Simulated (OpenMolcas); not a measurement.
# Hf⁺: effect of the basis set

| Property | Result |
| --- | --- |
| Program | OpenMolcas 26.06 |
| Method | MS-CASPT2, IPEA 0.25 Eh, imaginary shift 0.1 Eh (closed shells correlated: 5s 5p) |
| Active space | 3 electrons in 6 orbitals (5d 6s) |
| State averaging | 2S+1 = 2 even, 65 roots; 2S+1 = 4 even, 20 roots kept (CI in the orbitals of an earlier block) |
| Spin-orbit coupling | RASSI with atomic mean-field integrals over the reference wave functions, term energies averaged over their components |

A. ANO-R1 [7s5p4d2f], X2C, finite nucleus; CASPT2 step about 25 core-seconds
B. ANO-RCC-VDZP [7s6p4d2f1g], DKH2, point nucleus; CASPT2 step about 22 core-seconds
C. ANO-R2 [8s6p5d3f1g], X2C, finite nucleus; CASPT2 step about 60 core-seconds
D. ANO-RCC-VTZP [8s7p5d3f2g1h], DKH2, point nucleus; CASPT2 step of the order of 60 core-seconds
E. ANO-R3 [9s7p7d4f3g1h], X2C, finite nucleus; CASPT2 step of the order of 100 core-seconds
F. ANO-RCC-VQZP [9s8p6d4f3g2h], DKH2, point nucleus; CASPT2 step about 3 core-minutes

Energies in cm⁻¹ above 5d 6s² ²D_3/2, the measured ground level; measured values from NIST Handbook of Basic Atomic Spectroscopic Data.

```
               Level      A      B      C      D      E      F  Measured
       5d 6s² ²D_3/2    0.0    0.0    0.0    0.0    0.0    0.0       0.0
5d 6s² ²D_5/2 [69 %]   2790   2980   3060   2910   2990   2990      3051
       5d² 6s ⁴F_3/2   2900   4460   4000   3630   3710   3620      3645
5d² 6s ⁴F_5/2 [70 %]   4340   5700   5260   4880   4950   4890      4905
       5d² 6s ⁴F_7/2   5710   7320   6920   6420   6570   6490      6344
       5d² 6s ⁴F_9/2   7870   9410   9040   8480   8660   8580      8362
       5d² 6s ⁴P_1/2  11950  12870  12830  12450  12570  12460          
       5d² 6s ⁴P_3/2  13040  13920  13930  13500  13630  13520          
       5d² 6s ²P_1/2  14510  15800  15110  14730  14530  14570          
       5d² 6s ²F_7/2  15140  17260  15310  15150  14290  14500          
5d² 6s ²D_5/2 [57 %]  18150  19040  18380  17930  17650  17580          
       5d² 6s ²G_9/2  18350  19680  18300  18060  17290  17110          
       5d² 6s ²G_7/2  18440  19850  18470  18190  17460  17350          
          5d³ ⁴F_5/2  19960  21480  20960  19950  20030  19910          
          5d³ ⁴F_7/2  21700  23200  22690  21630  21720  21600          
          5d³ ⁴F_9/2  23480  24950  24360  23290  23300  23190          
          5d³ ⁴P_1/2  27710  28830  28320  27430  27200  27140          
          5d³ ⁴P_3/2  28120  29290  28550  27770  27320  27300          
          5d³ ⁴P_5/2  29660  30720  30310  29310  29190  29120          
   5d³ ²H_9/2 [53 %]  29950  31540  29680  28980  27910  27890          
          5d³ ²G_7/2  30140  31640  29830  29140  28120  28070          
       5d² 6s ²S_1/2  32820  32740  31630  31220  30440  30280          
         5d³ ²H_11/2  33380  34980  32990  32230  31030  31040          
   5d³ ²G_9/2 [50 %]  34320  35770  34030  33160  32190  32160
```

Deviations, from unrounded energies. A percentage is the sum of absolute deviations over the sum of measured energies, with the sign that they share, or ± where signs differ.

| Against measurement | Levels | A | B | C | D | E | F |
| --- | --- | --- | --- | --- | --- | --- | --- |
| mean absolute deviation (cm-1) | 5 | 540 | 740 | 390 | 77 | 140 | 94 |
| fine structure of the ground term (%) | 1 | -8.6 | -2.2 | +0.3 | -4.7 | -1.8 | -1.9 |
| other configurations (%) | 4 | -10.4 | +15.6 | +8.4 | ±1.0 | +2.7 | ±1.8 |

D lies closest to measurement on these levels and B furthest from it. The largest miss of D in the table is 5d 6s² ²D_5/2 [69 %], by -140 cm-1. The ranking rests on the paired levels alone, and a cruder setting can come out closer through cancelling errors.

The two smallest mean deviations differ by little beside CASPT2's spread within terms, so their order carries little weight.

Among A to F the level of the table that moves most is 5d³ ²H_11/2, by 3900 cm-1 (lowest in E, highest in B). Moves below CASPT2's spread within the term are not significant.

CASPT2 breaks the degeneracy within a term, and the mean is taken; among the terms shown or strongly mixed into the levels shown the widest spread is 1100 cm-1 (5d² 6s ²F, E). Over all roots computed the reference weight is 0.90 to 0.95 in C, 0.89 to 0.95 in E, 0.89 to 0.94 in F; the roots of lowest weight are the least certain, and an intruder state may touch them. Terms from blocks run as CI alone lack orbitals of their own. Configurations are named by rounded mean occupations; where the s occupation lies near a half they are strongly mixed, a name can repeat and a true partner stay unpaired. A single d shell beside an s shell can misplace configurations of different d count against each other. The CASPT2 spread within a term exceeds the gap to the next term for 5d² 6s ⁴P and 5d² 6s ²F, so the order of their levels is uncertain, and so are names and mixing where such terms share a J (figures for A; the like holds for B, C, D, E, F). Some levels mix across a computed gap that differs much from the measured one, so their mixing is not that of the real levels (holds for B). Computed and measured levels are paired by configuration, term and J; levels that our copy of the source lacks, or whose pairing is in doubt (as where it misses far off the trend of its configuration), stay unpaired and out of the deviations. Only configurations of the active space appear. Levels that lie high or do not pair safely by name in every column are left out.

A share in square brackets marks a mixed level and gives the weight of the term that names it, the lowest over the columns.
